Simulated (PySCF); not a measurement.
F₆Sb, charge -1. Atoms are numbered in the order given.

```xyz
7

F      0.0000    -1.9421     0.0000
Sb     0.0000     0.0000     0.0000
F      0.0000     0.0000    -1.9421
F      1.9421     0.0000     0.0000
F     -1.9421     0.0000     0.0000
F      0.0000     1.9421     0.0000
F      0.0000     0.0000     1.9421
```
Charge -1, spin multiplicity 1.

Geometry: B3LYP-D3(BJ)/def2-SVPD. The def2 effective core potentials stand for the cores of Sb; spin–orbit coupling is left out.

Method: PBE/def2-SVPD (PySCF).

Mulliken values depend strongly on the basis, most of all with diffuse functions as here. ESP charges are fitted to the potential on shells at 1.4 to 2.0 van der Waals radii. Atomic charges (e):

| atom | ESP fit | Mulliken |
|---|---|---|
| F1 | -0.36 | -0.65 |
| Sb2 | 1.15 | 2.90 |
| F3 | -0.36 | -0.65 |
| F4 | -0.36 | -0.65 |
| F5 | -0.36 | -0.65 |
| F6 | -0.36 | -0.65 |
| F7 | -0.36 | -0.65 |
